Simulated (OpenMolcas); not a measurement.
Er2+ among 4 point charges of -1 e arranged as a tetrahedron (Td).

```json
{
  "Program": "OpenMolcas 26.06",
  "Method": "CASSCF",
  "Basis": "ANO-RCC-VDZP [7s6p4d2f1g]",
  "Scalar Hamiltonian": "DKH2, point nucleus",
  "Active space": "12 electrons in 7 orbitals (4f)",
  "State averaging": "2S+1 = 3 even, 21 roots; 2S+1 = 1 even, 27 roots kept (CI in the orbitals of an earlier block)",
  "Spin-orbit coupling": "RASSI with atomic mean-field integrals over the reference wave functions"
}
```

All point charges move together. At R = 2.24 Å the width of the lowest J multiplet is 132 cm-1, and at R = 2.58 Å it is 68 cm-1.

Q: A third run gives 91 cm-1. What distance was it run at?

A: With a power law R^-n the two known points give n = -ln(68 / 132) / ln(2.58 / 2.24) = 4.69. Then R = 2.24 × (132 / 91)^(1/4.69) = 2.425 Å. The run was at 2.43 Å, so the estimate is off by -0.005 Å.

This is an electrostatic model: the charges have no orbitals. No measured value stands beside these numbers.
